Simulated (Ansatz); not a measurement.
Input and output for CH$_{4}$GeSe, SMILES `[CH2]1[GeH2][Se]1`.

```yaml
crystal:
  periodic: [false, false, false]
  atoms:
    - {symbol: C, position_ang: [-0.671032, -0.208194, -0.753014]}
    - {symbol: Ge, position_ang: [0.704396, 0.352638, 0.618592]}
    - {symbol: Se, position_ang: [-0.557733, -1.727943, 0.698714]}
    - {symbol: H, position_ang: [-1.678266, 0.321826, -0.761749]}
    - {symbol: H, position_ang: [-0.310464, -0.547046, -1.778042]}
    - {symbol: H, position_ang: [0.317735, 1.485392, 1.685276]}
    - {symbol: H, position_ang: [2.259624, 0.251823, 0.242344]}
basis:
  gaussian: {orbitals: def2-TZVPP, fitting: {mean_field: def2-universal-jkfit}}
hamiltonian: {xc: {name: LC-wPBE}}
accuracy: high
output: {forces: true}
```

```sh
$ ansatz run in.yaml --threads 2 --pin off --events-out ev --progress --plain --max-ram 4352MiB
```

It prints (some lines left out):

```
Functional definition: LC-wPBE
679 factors; integrals over basis functions are off by at most 1.2e0 eV
679 factors; integrals over basis functions are off by at most 7.5e-5 eV
mean field evaluation 1: about -122950.3757 eV, gradient 3.4e1 eV
mean field evaluation 2: about -122950.8589 eV, gradient 3.4e1 eV
mean field evaluation 4: about -122952.5312 eV, gradient 9.5e-1 eV
mean field evaluation 8: about -122952.5399 eV, gradient 3.6e-2 eV
mean field evaluation 16: about -122952.5399 eV, gradient 2.6e-5 eV
mean field -122952.53988947 eV, -4518.4225007131 hartree, gradient 7.4e-8 eV, S^2 0.000000; 0 other end points of the search recorded, 0 dependent functions left out
reference -122952.53988947 eV, -4518.4225007131 hartree; 38, 38 occupied and 145, 145 virtual orbitals, 679 factors
Total energy: -122952.53988947 eV, -4518.4225007131 hartree
Atom 0 at    -0.671032    -0.208194    -0.753014 Å, force     0.315284    -0.124633     0.530778 eV/Å
Atom 1 at     0.704396     0.352638     0.618592 Å, force    -1.063925    -0.935799    -0.631854 eV/Å
Atom 2 at    -0.557733    -1.727943     0.698714 Å, force     0.741016     2.357202    -1.017885 eV/Å
Atom 3 at    -1.678266     0.321826    -0.761749 Å, force     1.536980    -0.839684     0.078412 eV/Å
Atom 4 at    -0.310464    -0.547046    -1.778042 Å, force    -0.520850     0.467513     1.607296 eV/Å
Atom 5 at     0.317735     1.485392     1.685276 Å, force     0.329686    -0.992049    -0.903034 eV/Å
Atom 6 at     2.259624     0.251823     0.242344 Å, force    -1.338191     0.067451     0.336288 eV/Å
Dipole moment:     0.191690     0.448859    -0.125757 e Å
```

Hardware: 2 threads of an Arm Neoverse V1 on a shared host. Wall time 8 s, peak host memory 0.47 GiB.
